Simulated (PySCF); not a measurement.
# Structure from 2D NMR

Compound of formula C$_{3}$H$_{14}$OSi$_{3}$. Correlations simulated from computed shifts and the bond graph:

HSQC (one-bond C–H):
```tsv
δH	δC
3.75	52.8
0.15	-4.1
-0.42	-12.5
```

COSY cross peaks (H two or three bonds apart, from the bond graph; peaks can be absent where the dihedral angle is near 90°):
```tsv
δH	δH
5.21	0.15
5.21	-0.42
4.06	-0.42
3.91	-0.42
```

HMBC (two and three bonds, from the bond graph):
```tsv
δH	δC
5.21	52.8, -4.1, -12.5
4.06	-12.5
3.91	-12.5
0.15	-12.5
-0.42	-4.1
```

Computed data (PySCF 2.14.0 with density-fitted response routines): GFN2-xTB structure, σ from GIAO-PBE0/pcSseg-1. One computed conformer, non-relativistic, rapidly exchanging positions averaged, no solvent.

δ = σ(ref) − σ, references computed at the same level: $^{1}$H, $^{13}$C against TMS.

Exchangeable hydrogens are left out of these lists.

**Question.** Work out the connectivity.

**Answer.** `CO[Si@H](C)C([SiH3])[SiH3]`.

Numbering as in the mapped SMILES `[CH3:1][O:2][Si@H:3]([CH3:4])[CH:5]([SiH3:6])[SiH3:7]`. Each H is labelled by its parent atom.

- δC 52.8 is C1, a methyl carbon bonded to O (δH 3.75).
- δC -4.1 is C4, a methyl carbon bonded to Si (δH 0.15).
- δC -12.5 is C5, an sp3 CH bonded to 3 Si (δH -0.42).
- COSY links 5.21–0.15, 5.21–-0.42, 4.06–-0.42, 3.91–-0.42.

The shifts were computed for this structure.

Shifts are as computed. Against solution values, carbons near 30 ppm lie about +3 ppm off and those near 130 ppm about +5 ppm. Of 1211 compounds with measured shifts, 218 miss one by over three times the rms of a fit or turn the order of signals round; such compounds aren't used in these exercises.
